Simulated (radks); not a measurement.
Problem. Method: non-relativistic Kohn-Sham, LB94 model potential, spin-polarised, spherical densities, point nucleus; open shells are filled with parallel spins first (spin-orbit coupling, left out, can overturn this in heavy ions); computed with a radial shooting solver on a logarithmic mesh with Libxc functionals. Response by self-consistent Sternheimer equations with the Hartree and adiabatic LDA kernel. For heavy and open-shell atoms this level of theory can miss by tens of per cent. Rank F, Li, Ru, N3+, Br, Rh2+, Zn, Br+, H (NIST ground configurations) by static dipole polarisability, largest first.

Solution. Li 150.0, Ru 49.19, Zn 29.96, Br 20.44, Br+ 12.33, Rh2+ 6.865, H 5.200, F 3.541, N3+ 2.168 bohr^3.
